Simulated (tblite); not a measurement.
C₅H₁₂AlClO.
Bonds: C1–C2 (double), C2–C3, C3–O4, O4–C5, C5–C6, O4–Al7, Al7–Cl8. Hydrogens: H9, H10 on C1; H11 on C2; H12, H13 on C3; H14, H15 on C5; H16, H17, H18 on C6; H19, H20 on Al7.
Bond orders are those of one Lewis drawing.

Computed with GFN2-xTB (tblite), gas phase: L-BFGS steps from a force-field or distance-geometry start until the largest atomic force falls under 0.01 eV/Å.

Step 153: E = -723.5527 eV
```
atom  x, y, z in Å  |  force x, y, z in eV/Å
C1      2.2062    0.9712   -0.0830   -0.023   0.014  -0.021
C2      1.5368    0.9325   -1.2194   -0.037   0.030  -0.029
C3      0.0790    0.6041   -1.3354    0.004   0.009  -0.026
O4     -0.4601   -0.0114   -0.1782    0.027   0.031  -0.011
C5     -0.0917   -1.3821   -0.0457   -0.008   0.009  -0.014
C6     -0.9475   -2.0575    1.0072    0.002   0.008   0.002
Al7    -1.3576    1.3935    0.7669    0.000   0.001   0.018
Cl8    -1.6045    0.8929    2.7316   -0.039  -0.013   0.043
H9      1.7320    0.7553    0.8626    0.015   0.008   0.015
H10     3.2476    1.2383   -0.0493   -0.002   0.007   0.003
H11     2.0070    1.1871   -2.1589    0.015  -0.039  -0.010
H12    -0.4951    1.5335   -1.4584    0.019  -0.028   0.016
H13    -0.1119   -0.0320   -2.2102    0.025   0.015   0.010
H14    -0.2494   -1.8688   -1.0182    0.015  -0.015   0.002
H15     0.9732   -1.4492    0.2083   -0.025  -0.027  -0.004
H16    -1.9989   -1.9677    0.7402    0.015   0.007   0.018
H17    -0.6808   -3.1092    1.0684   -0.017  -0.006   0.004
H18    -0.7977   -1.5940    1.9785    0.016   0.008  -0.008
H19    -0.3769    2.5955    0.5483    0.021  -0.024   0.021
H20    -2.6149    1.3789   -0.1583   -0.023   0.005  -0.028
```

Step 154: E = -723.5533 eV
```
atom  x, y, z in Å  |  force x, y, z in eV/Å
C1      2.2101    0.9735   -0.0849   -0.029   0.005  -0.024
C2      1.5388    0.9322   -1.2203   -0.023   0.041  -0.026
C3      0.0805    0.6038   -1.3347    0.008   0.005  -0.015
O4     -0.4618   -0.0114   -0.1785    0.043   0.036  -0.007
C5     -0.0934   -1.3822   -0.0470   -0.007   0.009  -0.007
C6     -0.9475   -2.0573    1.0078    0.005   0.011   0.003
Al7    -1.3619    1.3921    0.7674    0.007  -0.007   0.034
Cl8    -1.6109    0.8941    2.7327   -0.041  -0.018   0.036
H9      1.7364    0.7576    0.8607    0.011   0.008   0.024
H10     3.2517    1.2401   -0.0510   -0.010   0.007  -0.005
H11     2.0086    1.1865   -2.1609   -0.001  -0.046   0.004
H12    -0.4935    1.5324   -1.4591    0.014  -0.016   0.011
H13    -0.1090   -0.0347   -2.2071    0.019   0.013  -0.019
H14    -0.2532   -1.8695   -1.0190    0.017  -0.010   0.007
H15     0.9721   -1.4473    0.2048   -0.025  -0.039  -0.004
H16    -1.9992   -1.9652    0.7431    0.014   0.008   0.022
H17    -0.6836   -3.1098    1.0679   -0.013  -0.005   0.000
H18    -0.7938   -1.5952    1.9793    0.012   0.009  -0.011
H19    -0.3793    2.5925    0.5563    0.027  -0.016   0.009
H20    -2.6160    1.3788   -0.1607   -0.030   0.006  -0.033
```

Step 155: E = -723.5541 eV
```
atom  x, y, z in Å  |  force x, y, z in eV/Å
C1      2.2131    0.9722   -0.0890   -0.043  -0.005  -0.040
C2      1.5378    0.9317   -1.2226    0.013   0.043   0.013
C3      0.0792    0.6049   -1.3332    0.013  -0.003   0.003
O4     -0.4639   -0.0102   -0.1773    0.050   0.015   0.001
C5     -0.0933   -1.3810   -0.0465   -0.001   0.005   0.000
C6     -0.9448   -2.0588    1.0088    0.004   0.000   0.004
Al7    -1.3660    1.3936    0.7671    0.004  -0.021   0.068
Cl8    -1.6309    0.8960    2.7329   -0.038  -0.016  -0.005
H9      1.7423    0.7562    0.8577    0.000   0.007   0.034
H10     3.2556    1.2359   -0.0555   -0.013   0.011  -0.020
H11     2.0063    1.1846   -2.1640   -0.006  -0.044  -0.001
H12    -0.4940    1.5332   -1.4554    0.002   0.008  -0.001
H13    -0.1111   -0.0346   -2.2037    0.010   0.010  -0.047
H14    -0.2521   -1.8698   -1.0184    0.017   0.005   0.015
H15     0.9728   -1.4418    0.2042   -0.031  -0.050  -0.004
H16    -1.9970   -1.9693    0.7446    0.019   0.013   0.026
H17    -0.6796   -3.1118    1.0690   -0.010   0.022  -0.005
H18    -0.7909   -1.5966    1.9804    0.007   0.008  -0.014
H19    -0.3751    2.5894    0.5694    0.025  -0.016  -0.001
H20    -2.6135    1.3870   -0.1715   -0.022   0.007  -0.026
```

Task: Estimate the geometry and energy of step 156. (The exact step hangs on the optimiser's Hessian estimate; all steps are aligned on step 155, rigid shifts and turns removed.)

Result: E = -723.5550 eV, largest force 0.074 eV/Å
```
atom  x, y, z in Å  |  force x, y, z in eV/Å
C1      2.2165    0.9768   -0.0921   -0.019  -0.011  -0.006
C2      1.5402    0.9327   -1.2248    0.030   0.033   0.019
C3      0.0821    0.6043   -1.3332    0.012  -0.003   0.020
O4     -0.4623   -0.0087   -0.1768    0.044  -0.005   0.009
C5     -0.0960   -1.3807   -0.0482    0.006  -0.003   0.014
C6     -0.9444   -2.0589    1.0094    0.006   0.008   0.011
Al7    -1.3705    1.3910    0.7696    0.002  -0.028   0.068
Cl8    -1.6448    0.8996    2.7363   -0.037  -0.023  -0.020
H9      1.7476    0.7622    0.8563   -0.004   0.009   0.019
H10     3.2596    1.2400   -0.0583   -0.031   0.011  -0.031
H11     2.0088    1.1825   -2.1672   -0.013  -0.042   0.000
H12    -0.4901    1.5320   -1.4552   -0.019   0.031  -0.017
H13    -0.1074   -0.0376   -2.2015    0.002   0.012  -0.064
H14    -0.2589   -1.8700   -1.0188    0.013   0.010   0.002
H15     0.9704   -1.4427    0.1985   -0.009  -0.060   0.002
H16    -1.9968   -1.9645    0.7505   -0.006   0.018   0.021
H17    -0.6853   -3.1133    1.0671    0.004   0.018  -0.016
H18    -0.7845   -1.6009    1.9815    0.008   0.022  -0.001
H19    -0.3743    2.5827    0.5787    0.023  -0.008  -0.011
H20    -2.6151    1.3844   -0.1749   -0.012   0.011  -0.018
```

The energy changes by -0.0009 eV. The first-order estimate −F·Δx gives -0.0013 eV and the mean of the old and new forces, exact on a quadratic surface, -0.0009 eV. The step makes an angle of 75° with the force vector and moves no atom by more than 0.015 Å.

The cost below is that of the whole relaxation. Hardware: AMD EPYC, one thread, no GPU (shared host). Cost: 4.7 s of wall time.
